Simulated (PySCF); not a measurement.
**A thermochemical cycle for RbMg**

r²SCAN in PySCF with def2-SVPD on every atom (core potentials on Rb), for the lowest determinant that a PBE0 search found; no spin–orbit coupling. RbMg, a doublet (σ ↑), has De = 0.19 eV to neutral atoms, and RbMg⁺, a singlet (closed shell), has De = 0.26 eV to Rb⁺ + Mg.

At the same level the Rb atom ionises at 4.08 eV.

Problem. What is the adiabatic ionisation energy of the molecule, and does ionisation strengthen or weaken the bond?

Solution. IE = IE(Rb) + De(neutral) − De(ion) = 4.08 + 0.19 − 0.26 = 4.01 eV. De changes by +0.07 eV, so ionisation strengthens the bond.

Closed-shell solutions of metal pairs were not tested for spin polarisation, which can lower them a little. Weak bonds: RbMg, RbMg⁺. Basis-set superposition, not corrected here, can be much of De in a small basis, most of all at correlated wavefunction levels. For an ion De counts to the pair picked by the measured ionisation energies or electron affinities, which need not be the lowest pair at this level. States were picked by a PBE0 search and need not be the measured ground states.
